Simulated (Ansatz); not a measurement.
Isomers of CH8GeSi: 1 is C[SiH2][GeH3], 2 is [SiH3][CH2][GeH3]; one conformer of each (the lowest of an xTB search), B3LYP-D3(BJ)/def2-TZVP minima.
Isomer 1 (charge 0, multiplicity 1):
| atom | x (Å) | y (Å) | z (Å) |
|---|---|---|---|
| C | -1.7412 | -0.0835 | -0.1025 |
| Si | -0.1758 | -0.2148 | 0.9309 |
| Ge | 1.7601 | 0.2429 | -0.3918 |
| H | -2.6252 | -0.2924 | 0.5029 |
| H | -1.7204 | -0.7950 | -0.9297 |
| H | -1.8459 | 0.9187 | -0.5216 |
| H | -0.2216 | 0.7491 | 2.0594 |
| H | -0.0506 | -1.5786 | 1.5046 |
| H | 1.6908 | 1.6604 | -0.9953 |
| H | 1.8735 | -0.7530 | -1.5638 |
| H | 3.0563 | 0.1463 | 0.4349 |
Isomer 2 (charge 0, multiplicity 1, Z-matrix in Å and degrees):
```
C
H 1 1.0924
H 1 1.0924 2 107.18
Si 1 1.8729 2 109.69 3 119.01
H 4 1.4829 1 110.12 2 -178.74
H 4 1.4830 5 108.37 1 120.52
H 4 1.4838 5 108.44 6 117.51
Ge 1 1.9723 2 107.82 3 -115.87
H 8 1.5396 1 109.86 2 -62.11
H 8 1.5396 9 108.86 1 120.36
H 8 1.5402 9 108.96 10 118.71
```

No zero-point or thermal terms.

Frozen-core correlation. Filled d and f shells under p-block atoms count as core.

The values were computed with Ansatz (a quantum-chemistry and plane-wave program). 

**Question.** Estimate the electronic energy of isomer 2 less that of isomer 1 that r2SCAN/def2-TZVPP returns for this input.

**Answer.** 0.35 eV

**Question.** Estimate the electronic energy of isomer 2 less that of isomer 1 that SVWN5/def2-TZVPP returns for this input.

**Answer.** 0.38 eV

**Question.** What is the computed electronic energy of isomer 2 less that of isomer 1 (CCSD(T)/def2-SVP)?

**Answer.** 0.23 eV
